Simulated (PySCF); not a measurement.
Gas-phase reaction: GeH₃Cl + 2 Cl = GeH₂Cl₂ + HCl

Method: PySCF energies (xtb for GFN2) plus ideal-gas RRHO corrections (1 bar). † marks an energy on the PBE0/def2-TZVP geometry and frequencies; other levels use their own. MP2 and CCSD(T) freeze the core. Open shells (unrestricted): Cl (multiplicity 2, electronic degeneracy 6); the rest are closed-shell singlets. GFN2 has no spin-polarisation term. Spin-orbit splitting is ignored; it lowers the true energy and changes the entropy of Cl. B3LYP is the form with VWN-RPA correlation. Ge: all electrons, no relativistic terms. MP2 isn't extrapolated to the basis-set limit; its ΔH°(298 K) is -454.8 kJ in def2-SVP and -503.7 kJ in def2-TZVPP. CCSD(T) isn't extrapolated to the basis-set limit; its ΔH°(298 K) is -432.0 kJ in def2-SVP and -470.7 kJ in def2-TZVPP. The harmonic model lacks anharmonicity and excited electronic states, which grow with temperature; levels with a mode under 35 cm⁻¹ are left out.

| level | ΔE electronic, kJ | ΔH°(298 K), kJ | ΔS°(298 K), J/K | ΔG°(2000 K), kJ |
|---|---|---|---|---|
| B3LYP/def2-TZVP† | -462 | -461 | -113 | -229 |
| CCSD(T)/def2-TZVPP† | -472 | -471 | -113 | -239 |
| GFN2-xTB | -483 | -485 | -110 | -261 |
| HF/def2-TZVP† | -335 | -334 | -113 | -102 |
| MP2/def2-SVP† | -456 | -455 | -113 | -223 |
| MP2/def2-TZVPP† | -505 | -504 | -113 | -272 |
| PBE0/def2-QZVP† | -489 | -488 | -113 | -257 |
| ωB97X-V/def2-TZVP† | -487 | -485 | -113 | -254 |
ΔH° is lowest at MP2/def2-TZVPP† and highest at HF/def2-TZVP†. No reference value is set beside these.
